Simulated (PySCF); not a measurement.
**Gallium: a sound run and one with changed settings**

Sound run: Ga⁺ [Ar] 3d10 4s2, Ga²⁺ [Ar] 3d10 4s1. All numbers are calculated (PySCF 2.14, the non-relativistic Hamiltonian (point nucleus), in def2-SVP). The sound run starts from symmetry-adapted Hartree-Fock orbitals and uses a fine grid where one is needed.

Changed run: radial step 1.2 in ln r (0.13 in the sound run). This setting is unsound on purpose.

```
species  method  sound run (hartree)  changed run (hartree)  converged
    Ga⁺     UHF          -1922.77019            -1922.77019        yes
    Ga⁺  M06-2X          -1924.34274            -1919.60758        yes
    Ga⁺    MN15          -1924.61562            -1925.43638        yes
   Ga²⁺     UHF          -1922.09180            -1922.09180        yes
   Ga²⁺  M06-2X          -1923.60114            -1918.91358        yes
   Ga²⁺    MN15          -1923.87759            -1924.73807        yes
```

Ionisation energy of Ga⁺:

| method | sound run (eV) | changed run (eV) |
| --- | --- | --- |
| UHF | 18.460 | 18.460 |
| M06-2X | 20.180 | 18.885 |
| MN15 | 20.083 | 19.002 |

A coarse radial grid mis-integrates the density and the exchange-correlation energy, with errors of either sign; Hartree-Fock needs no grid.

For comparison, NIST gives 20.515 eV between the lowest levels.
